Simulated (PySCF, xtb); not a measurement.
HOSi, SMILES O=[SiH], multiplicity 2.

Coordinates come from a PBE-D3(BJ)/def2-TZVPD optimisation. The isomer is the one that the SMILES or the coordinates give; other isomers of the formula were not compared.

Calculation: IEF-PCM-PBE0/def2-TZVPD run with PySCF 2.14.0.

The values are the electrostatic part of the solvation free energy, E(continuum) − E(gas) at the gas-phase geometry, in a cavity of scaled van der Waals radii (PySCF's table); cavitation and dispersion terms are not included. The dipole moment in vacuum is 3.40 D.

Q: Estimate the values in water (ε = 78.36), ethanol (ε = 24.85), 1-octanol (ε = 9.86). (Estimate from the structure and the level; the computed values follow.)

A: 
```tsv
solvent	ε	ΔG(elec) (kcal/mol)	dipole (D)
water	78.36	-6.8	4.65
ethanol	24.85	-6.4	4.59
1-octanol	9.86	-5.7	4.46
```

For comparison, GFN2-xTB/ALPB(water) (xtb, at the GFN2-xTB geometry, all terms of that model) gives 1.7 kcal/mol.
